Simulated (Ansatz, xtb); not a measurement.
**C4H3N3O: 6 structures ranked**

6 gas-phase structures of C4H3N3O, from a drawn sample of its isomers (lower ones may exist). Each was relaxed with GFN2-xTB:

A. `N#Cn1cc(O)cn1`, a singlet
B. `N#Cc1ccnn1O`, a singlet
C. `N#Cc1[nH]ncc1O`, a singlet
D. `N#Cc1n[nH]cc1O`, a singlet
E. `N#Cc1cnn(O)c1`, a singlet
F. `N#Cc1ccn(O)n1`, a singlet

Question: Estimate their order in r2SCAN-D4/def2-SVP energy at these geometries, lowest first.

Answer: Calculated order at r2SCAN-D4/def2-SVP: C (0.000), D (0.061), A (0.767), E (1.395), F (1.449), B (1.516) eV.

Energies above the lowest of each column, in eV; the last columns are at B3LYP/def2-SVP geometries and were run for some of them only (a dash: not run or not comparable):

```json
{"structure": "C", "GFN2-xTB": "0.078", "HF/STO-3G": "0.000", "r2SCAN-D4/def2-SVP": "0.000", "B3LYP/def2-SVP": "0.000", "CCSD(T)/def2-SVP + ΔMP2/def2-TZVPP": "0.000"}
{"structure": "D", "GFN2-xTB": "0.154", "HF/STO-3G": "0.023", "r2SCAN-D4/def2-SVP": "0.061", "B3LYP/def2-SVP": "0.045", "CCSD(T)/def2-SVP + ΔMP2/def2-TZVPP": "0.014"}
{"structure": "A", "GFN2-xTB": "0.000", "HF/STO-3G": "0.561", "r2SCAN-D4/def2-SVP": "0.767", "B3LYP/def2-SVP": "0.696", "CCSD(T)/def2-SVP + ΔMP2/def2-TZVPP": "0.678"}
{"structure": "E", "GFN2-xTB": "1.119", "HF/STO-3G": "0.846", "r2SCAN-D4/def2-SVP": "1.395", "B3LYP/def2-SVP": "–", "CCSD(T)/def2-SVP + ΔMP2/def2-TZVPP": "–"}
{"structure": "F", "GFN2-xTB": "1.172", "HF/STO-3G": "0.916", "r2SCAN-D4/def2-SVP": "1.449", "B3LYP/def2-SVP": "–", "CCSD(T)/def2-SVP + ΔMP2/def2-TZVPP": "–"}
{"structure": "B", "GFN2-xTB": "1.203", "HF/STO-3G": "1.004", "r2SCAN-D4/def2-SVP": "1.516", "B3LYP/def2-SVP": "–", "CCSD(T)/def2-SVP + ΔMP2/def2-TZVPP": "–"}
```

CCSD(T)/def2-SVP + ΔMP2/def2-TZVPP puts C lowest of those it was run on, with D within 1 kcal/mol; GFN2-xTB picks A. Flexible structures stand in one conformer each, not always the lowest. Frequencies (GFN2-xTB) were run for A, C, D alone. ΔMP2 is the change of the MP2 energy from the smaller to the larger basis.

Over these structures GFN2-xTB departs from r2SCAN-D4/def2-SVP by 0.220 eV on average once a common shift is removed. A GFN2-xTB relaxation took about 0.054 s and the r2SCAN-D4/def2-SVP energy about 2.6 s on a shared host (Ansatz 0.2.0, xtb 6.7.1).
